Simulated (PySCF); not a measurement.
C8H15N.
SMILES with atom numbers: `[CH2:1]=[C:2]([CH3:3])/[C:4]([CH3:5])=[CH:6]/[N:7]([CH3:8])[CH3:9]` (hydrogens: H10, H11 on C1; H12, H13, H14 on C3; H15, H16, H17 on C5; H18 on C6; H19, H20, H21 on C8; H22, H23, H24 on C9)

Computed with PBE0-D3(BJ)/def2-SVP geometry optimisation, gas phase (PySCF 2.14.0).

**Question.** What internal coordinates does the optimisation give?

**Answer.** 
```json
{"bond": "C1=C2", "length (Å)": "1.348"}
{"bond": "C2–C3", "length (Å)": "1.505"}
{"bond": "C2–C4", "length (Å)": "1.471"}
{"bond": "C4–C5", "length (Å)": "1.500"}
{"bond": "C4=C6", "length (Å)": "1.358"}
{"bond": "C6–N7", "length (Å)": "1.391"}
{"bond": "N7–C8, N7–C9", "length (Å)": "1.443"}
{"bond": "C1–H10", "length (Å)": "1.093"}
{"bond": "C1–H11", "length (Å)": "1.091"}
{"bond": "C3–H12, C3–H13, C3–H14", "length (Å)": "1.101"}
{"bond": "C5–H15, C5–H16, C5–H17", "length (Å)": "1.101"}
{"bond": "C6–H18", "length (Å)": "1.097"}
{"bond": "C8–H19 and 3 like bonds", "length (Å)": "1.099"}
{"bond": "C8–H20, C9–H24", "length (Å)": "1.111"}
```

Bonds in one row agree within 0.01 Å and their mean is given. A selection of angles:
```json
{"angle": "C1–C2–C3", "degrees": "119.4"}
{"angle": "C1–C2–C4", "degrees": "121.7"}
{"angle": "C3–C2–C4", "degrees": "118.9"}
{"angle": "C2–C4–C5", "degrees": "118.8"}
{"angle": "C2–C4–C6", "degrees": "120.2"}
{"angle": "C5–C4–C6", "degrees": "121.0"}
{"angle": "C4–C6–N7", "degrees": "126.5"}
{"angle": "C6–N7–C8", "degrees": "115.6"}
{"angle": "C6–N7–C9", "degrees": "119.3"}
{"angle": "C8–N7–C9", "degrees": "113.2"}
```

Dihedral angles: C1–C2–C4–C5 -7° (synperiplanar); C2–C4–C6–N7 -175° (antiperiplanar); C4–C6–N7–C8 -162° (antiperiplanar). The mirror-image conformer, all signs reversed, is as good.

Of the pairs four or more bonds apart, C3···H18 is among the closest relative to their van der Waals radii: 2.46 Å, 85 % of the sum of Bondi's values. The 5 C–C bonds span 1.348 Å (C1=C2, drawn double) to 1.505 Å (C2–C3, drawn single), a spread of 0.157 Å. The 3 C–N bonds span 1.391 Å (C6–N7, drawn single) to 1.446 Å (N7–C9, drawn single), a spread of 0.055 Å. N7 (enamine nitrogen) has angles 119.3°, 115.6° and 113.2°, sum 348.0°, 0.29 Å off the plane of its three neighbours.

Point group: C1 (no symmetry element, even within 0.4 Å). No frequency check. One conformer, not necessarily the lowest.

The run took 2.3 min wall on Arm Neoverse V2, one thread, shared host with 192 logical CPUs at a one-minute load of 162, and the process peaked at 0.96 GiB of memory. These figures are those of the optimisation.
